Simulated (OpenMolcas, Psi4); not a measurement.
**B2O2 (diboron dioxide): the vertical energy of the triplet above the singlet from total energies**

B2O2: 4 atoms, total charge 0, spin state singlet. SMILES: `O=BB=O`. The shape is that of a PBE0-D4/def2-TZVP optimisation.

Both states at this one shape; open shells run unrestricted unless said. 1 Eh = 27.2114 eV.

| level | program | singlet B2O2 (Eh) | triplet B2O2 (Eh) |
| --- | --- | --- | --- |
| HF/aug-cc-pVDZ | OpenMolcas | -199.207667 | -198.985993 |
| SVWN5/aug-cc-pVDZ | OpenMolcas | -198.641089 | -198.422653 |
| TPSS/aug-cc-pVDZ | OpenMolcas | -200.291100 | -200.082406 |
| MP3/aug-cc-pVDZ, 4 core orbitals frozen | Psi4 | -199.737203 | -199.407549 |

Q: Work out the vertical gap, second state less first, at each level.

A: 
1. HF/aug-cc-pVDZ: -198.985993 − (-199.207667) = 0.221674 Eh = 6.03 eV.
2. SVWN5/aug-cc-pVDZ: -198.422653 − (-198.641089) = 0.218436 Eh = 5.94 eV.
3. TPSS/aug-cc-pVDZ: -200.082406 − (-200.291100) = 0.208694 Eh = 5.68 eV.
4. MP3/aug-cc-pVDZ: -199.407549 − (-199.737203) = 0.329654 Eh = 8.97 eV.

No measured value is set beside it here; the levels span 5.68 to 8.97 eV. The reference of the second state is spin-contaminated at HF/aug-cc-pVDZ (⟨S²⟩ = 2.33).
